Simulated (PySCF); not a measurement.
SMILES F[Si](F)(F)[SiH2]S, CAM-B3LYP/def2-SVP optimised geometry.

```
9

F      1.69     0.50     1.16
Si     1.16    -0.48     0.00
F      1.81    -1.92     0.27
F      1.78     0.06    -1.38
Si    -1.16    -0.48     0.00
S     -1.81     1.57     0.00
H     -1.64    -1.25     1.18
H     -1.68    -1.08    -1.25
H     -1.07     1.92     1.07
```

Density from CAM-B3LYP/def2-TZVP (PySCF 2.14.0) at that geometry.

Minimum of the electron density along straight lines between bonded atoms, close to the bond critical point (lines longer than 1.1 times the sum of covalent radii, or with two minima, are not listed):

| bond | length / Å | ρ at the minimum / e bohr⁻³ | ∇²ρ there / e bohr⁻⁵ | position (fraction from the first atom) |
|---|---|---|---|---|
| F1–Si2 | 1.607 | 0.138 | 0.93 | 0.58 |
| Si2–F3 | 1.604 | 0.139 | 0.95 | 0.42 |
| Si2–F4 | 1.602 | 0.140 | 0.95 | 0.42 |
| Si2–Si5 | 2.322 | 0.101 | -0.14 | 0.64 |
| Si5–S6 | 2.147 | 0.099 | 0.08 | 0.36 |
| Si5–H7 | 1.487 | 0.123 | 0.13 | 0.49 |
| Si5–H8 | 1.483 | 0.123 | 0.14 | 0.49 |
| S6–H9 | 1.350 | 0.212 | -0.60 | 0.65 |
